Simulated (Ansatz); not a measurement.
Energy needed to pull apart SiH2Te2 (SMILES [SiH2]1[Te][Te]1), closed shell, into free ground-state atoms, from the structure below (displaced at random from a GFN2-xTB minimum); no zero-point or spin–orbit terms; open-shell atoms are treated unrestricted, in their ground-state multiplicity.

```
5
angstrom
Si -0.4094 0.2520 -0.3392
Te 1.2763 0.3003 1.7965
Te 0.9763 -1.8247 -0.1770
H -0.2324 1.2809 -1.4126
H -1.9827 0.2526 0.0454
```

Ansatz 0.2.0; basis: def2-TZVPP; cores frozen in the correlated methods. Filled d shells of the heavier atoms are correlated. Core potentials replace the inner electrons of the atoms past krypton. The def2 sets are not built for correlating such inner shells, so the correlated values are less sure here.

```
   method  atomization energy (kcal/mol)
   PBE-D4                              ?
revPBE-D4                          286.4
r2SCAN-D4                          286.5
  PBE0-D4                          285.4
 BHLYP-D4                              ?
  wB97M-V                          277.7
       HF                          175.1
      MP2                          278.3
     CCSD                          263.5
  CCSD(T)                          274.2
```

Q: What does PBE-D4 give? (To be estimated.)

A: Computed: 294.7 kcal/mol, which is about 20.4 kcal/mol more than CCSD(T)/def2-TZVPP.

Q: What does BHLYP-D4 give? (Judge from chemistry; the value comes from the calculation.)

A: The calculation gives: 273.5 kcal/mol, which is about 0.8 kcal/mol less than CCSD(T)/def2-TZVPP.

In triple zeta the MP2 and coupled-cluster atomization energies are still short of their basis limit by a few kcal/mol a bond, whereas those of the functionals are nearly converged, so these differences are not deviations from converged CCSD(T).

The T1 diagnostic stays at or below 0.012.

For scale, one of the runs: CCSD(T)/def2-TZVPP forces, 170 basis functions (an equivalent command: `ansatz run in.yaml --threads 4`). The run took 5.7 min on 4 CPU threads (shared host), with 3.2 GiB of host memory at its peak.
